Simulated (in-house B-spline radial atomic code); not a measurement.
Whole-atom quantities along the 6-electron series, configuration [He] 2s2 2p2. Computed with a B-spline radial code for spherical atoms: non-relativistic Hartree-Fock, average of the configuration, point nuclei.

This level leaves out relativity, spin-orbit splitting included, which matters for heavy ions.

```csv
ion,Z,E/Z² (Eh),Σ<r²> (bohr²),n(0)/Z³ (bohr⁻³),Lamb diamagnetic shielding (ppm),repulsion over attraction
Cd42+,48,-1.4332,0.071971,0.69713,2497.97,0.022331
In43+,49,?,?,?,?,?
Sn44+,50,-1.4358,0.066053,0.69787,2604.47,0.021453
Sb45+,51,-1.437,0.063364,0.69822,2657.72,0.02104
Te46+,52,-1.4382,0.060836,0.69856,2710.98,0.020642
I47+,53,-1.4394,0.058457,0.69889,2764.23,0.020259
Xe48+,54,-1.4405,0.056214,0.6992,2817.48,0.01989
Cs49+,55,-1.4415,0.054098,0.6995,2870.73,0.019534
Ba50+,56,?,?,?,?,?
La51+,57,?,?,?,?,?
Ce52+,58,-1.4445,0.048421,0.70035,3030.49,0.018539
Pr53+,59,-1.4454,0.046726,0.70061,3083.74,0.018229
Nd54+,60,-1.4463,0.045119,0.70087,3136.99,0.01793
Pm55+,61,-1.4472,0.043593,0.70111,3190.24,0.01764
```

Task: Fill in the row of In43+.

Result: E/Z² (Eh): -1.4345; Σ<r²> (bohr²): 0.068917; n(0)/Z³ (bohr⁻³): 0.69751; Lamb diamagnetic shielding (ppm): 2551.22; repulsion over attraction: 0.021883.

Task: Fill in the row of Ba50+.

Result: E/Z² (Eh): -1.4426; Σ<r²> (bohr²): 0.0521; n(0)/Z³ (bohr⁻³): 0.6998; Lamb diamagnetic shielding (ppm): 2923.98; repulsion over attraction: 0.019191.

Task: Fill in the row of La51+.

Result: E/Z² (Eh): -1.4435; Σ<r²> (bohr²): 0.05021; n(0)/Z³ (bohr⁻³): 0.70008; Lamb diamagnetic shielding (ppm): 2977.23; repulsion over attraction: 0.018859.

Task: With what power of Z does the column «Σ<r²> (bohr²)» change over this range?

Result: A fit of the logarithm of its size against log Z from Z = 48 to 61 has slope -2.09. Unscreened non-relativistic hydrogenic orbitals would give -2.
